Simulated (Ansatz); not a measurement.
System: ZrH₂, net charge 0, triplet state. The spin state was set by rule; other spins were not relaxed. 
Geometry from a B3LYP-D3(BJ)/def2-TZVP (Ansatz, a first-principles code) optimisation:
SMILES: [ZrH2]
```xyz
3

Zr     0.0309     0.0071     0.0318
H     -0.3599    -1.7271    -0.5339
H     -0.8769     1.4439    -0.7373
```
Charge 0, spin multiplicity 3.

Basis-set convergence of Hartree-Fock and MP2 correlation energies (hartree) with Ansatz. Correlated levels leave the core frozen unless marked. Open shells are spin-unrestricted. Spin-orbit coupling is left out. Frozen are the shells of the preceding noble gas and the d and f shells that filled before the atom's block. Past Kr the def2 sets carry scalar-relativistic core potentials.

```
basis        functions      E(HF)  E(corr, MP2)
-----------  ---------  ---------  ------------
def2-SVPD           50  -47.59252      -0.06673
def2-TZVPPD         90  -47.60810      -0.07978
def2-QZVPPD        147  -47.61122      -0.08390
```

Extrapolating the two largest sets (X = 3 and 4) as X^-3: E(corr) = (64·(-0.08390) - 27·(-0.07978))/37 = -0.0869 Eh, an estimate of the basis-set limit. The largest set recovers 96.5 % of it, the smallest 76.8 %.
